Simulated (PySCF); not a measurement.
Species: C₆H₁₂N (doublet state).
Numbering: `[CH2:1]1[CH2:2][CH2:3][CH2:4][N:5][CH2:6][CH2:7]1` (hydrogens: H8, H9 on C1; H10, H11 on C2; H12, H13 on C3; H14, H15 on C4; H16, H17 on C6; H18, H19 on C7)

Method: UKS B3LYP, pcH-1 on C H N, non-relativistic, mean-field spin-orbit, GIAO (PySCF 2.14.0). The structure is a single GFN2-xTB conformer in the gas phase; no vibrational or solvent corrections. GFN2-xTB frequencies show an imaginary mode (38i cm⁻¹), so this geometry is no minimum at that level. The geometry wasn't refined by DFT: couplings that depend on bond lengths, twists or pyramidal angles can differ widely from those at the functional's own minimum. The SCF solution wasn't tested for stability.

The isotropic 13C couplings, averaged over equivalent nuclei, are -33.3, +22.7, +1.4 MHz. Assign them to C1/C2; C3/C7; C4/C6.

```tsv
site	a_iso (MHz)	ρ(0) (bohr⁻³)	position	distance from N5 (Å)	spin population	largest |T| (MHz)
C1/C2	+1.4	+0.0013	3 bonds from N5	3.32	0.00	0.9
C3/C7	+22.7	+0.0202	2 bonds from N5	2.54	+0.03	6.5
C4/C6	-33.3	-0.0296	1 bond from N5	1.40	-0.07	4.3
```

ρ(0) is the spin density at the nucleus and T the dipolar tensor; entries for several nuclei are means. Largest spin populations (Mulliken): N5 (+0.89), H17 (+0.08), H15 (+0.08) and C6 (-0.07). N5 is the only atom above +0.15. The positive populations add up to 1.14 and the negative ones to -0.14, together 2S = 1.

Nuclei that the bonding pattern makes equivalent are averaged, as if the motion that swaps them (rotation, inversion, ring flip) were fast. The 1H value of +107.4 MHz is a mean of couplings from 17.8 to 186.0 MHz in this one geometry, not an average over conformers. The 13C value of +22.7 MHz is a mean of couplings from 12.6 to 32.7 MHz in this one geometry, not an average over conformers.

The run took 85 s wall (grids of density and orbitals included) on one thread, Intel Xeon Platinum 8259CL at 2.50 GHz (x86_64), no GPU, on a shared host, and the process peaked at 0.97 GiB of memory.
